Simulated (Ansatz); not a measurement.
`BB1C=C1` + `OC[AsH2]` → `B[AsH]CO` + `B1C=C1` at 600 K and 1 bar (cleavage of the B–B bond).

Isolated molecules relaxed with PBE0-D4/def2-TZVP in Ansatz; ΔE leaves out vibrations. CCSD(T)/CBS adds triple-zeta CCSD(T) − MP2 to the extrapolated MP2 energy (def2 sets, frozen cores). This one scheme is used for every species. For As outer-core shells are correlated without core-valence functions, which leaves a few kJ/mol of doubt a bond. Scalar relativity is left out up to krypton. Each species was taken in one conformer, which may not be the lowest.

| species | CCSD(T)/CBS energy (Eh) | H − E (kJ/mol) | S (J/(mol·K)) |
| --- | --- | --- | --- |
| `BB1C=C1` | -128.00789 | 186.3 | 344.5 |
| `OC[AsH2]` | -2351.21112 | 196.0 | 365.5 |
| `B[AsH]CO` | -2376.59328 | 243.3 | 421.5 |
| `B1C=C1` | -102.63332 | 141.4 | 285.3 |

H − E and S are ideal-gas, rigid-rotor, harmonic terms from PBE0-D4/def2-TZVP, for one conformer and one mirror image of each species. 1 Eh = 2625.50 kJ/mol, R = 8.31446 J/(mol·K).

Task: By hand: ΔE, ΔH, ΔS and ΔG.

Result: ΔE = (-2376.59328) + (-102.63332) − (-128.00789) − (-2351.21112) = -0.00759 Eh = -19.9 kJ/mol. Δ(H − E) = 243.3 + 141.4 − 186.3 − 196.0 = 2.4, so ΔH = -17.5 kJ/mol. ΔS = 421.5 + 285.3 − 344.5 − 365.5 = -3.2 J/(mol·K). ΔG = -17.5 − 600 × (-3.2)/1000 = -15.6 kJ/mol.

Task: By hand: the equilibrium constant, and the temperature at which ΔG would vanish if ΔH and ΔS stayed fixed.

Result: log₁₀ K = −ΔG/(RT ln 10) = 1.4. ΔG = 0 at ΔH/ΔS = 5469 K, far beyond where these terms or the molecules hold.

The number of gas molecules stays the same, so ΔS is small and ΔH decides. A doubt of 5 kJ/mol in ΔE shifts log₁₀ K by 0.4 here. Other conformers and mirror images would add mixing entropy, several J/(mol·K) or more a flexible species. These are equilibria of isolated gas molecules and say nothing of rates. Largest T1 diagnostic: 0.013 (customary marks: 0.02 for closed shells, 0.045 for open ones).
